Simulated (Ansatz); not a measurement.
Geometry optimisation, RKS r2SCAN-D4/STO-3G (Ansatz).

Input:

```yaml
crystal:
  periodic: [false, false, false]
  atoms:
    - { symbol: "N", position_ang: [2.1105, -0.6217, 2.1592] }
    - { symbol: C, position_ang: [1.313, -0.1214, 1.3818] }
    - { symbol: Si, position_ang: [0.0939, 0.6226, 0.1287] }
    - { symbol: P, position_ang: [-1.3135, -0.8823, -0.4794] }
    - { symbol: H, position_ang: [0.79096, 0.78002, 1.70277] }
    - { symbol: H, position_ang: [-0.6118, 1.806, 0.689] }
    - { symbol: H, position_ang: [-0.4838, -1.7256, -1.2023] }
    - { symbol: H, position_ang: [-1.8359, -0.1819, -1.6137] }
basis:
  gaussian: { orbitals: STO-3G }
hamiltonian:
  xc: r2scan
  dispersion: d4
relax:
  f_tol: 0.02
  max_steps: 50
```

Run as:

```bash
$ ansatz run input.yaml --threads 1 --pin off --max-ram 2048MiB --backend cpu --events-out ev --progress --plain --runs-dir out
```

Where does it end, and by what steps?

It converged. Limits of this set-up: minimal basis. After 12 steps the energy has fallen by 2.085 eV; H5 moved furthest, 0.71 Å. Parted: Si3–H5.

```tsv
step	energy less start (eV)	largest force component (eV/Å)	accepted
0	0.0000	3.680	yes
1	-1.3526	1.626	yes
2	-1.7677	2.066	yes
3	-1.9594	1.754	yes
4	-2.0151	1.146	yes
5	-2.0499	0.710	yes
6	-2.0778	0.207	yes
7	-2.0810	0.219	yes
8	-2.0841	0.085	yes
9	-2.0840	0.084	no
10	-2.0844	0.043	yes
11	-2.0845	0.037	yes
12	-2.0845	0.008	yes
```

```xyz
8
Properties=species:S:1:pos:R:3
N 2.299 -0.431 2.031
C 1.271 0.082 1.555
Si 0.388 0.579 -0.139
P -1.275 -0.882 -0.398
H 0.344 0.405 2.107
H -0.417 1.717 0.347
H -0.624 -1.687 -1.354
H -1.921 -0.107 -1.382
```

Whether the end is a true minimum wasn't checked by a vibrational analysis.

Time of the run: 16 s on 1 thread of AMD EPYC 9R45 96-Core Processor (Zen 5), on a shared host, peak memory 0.19 GiB.
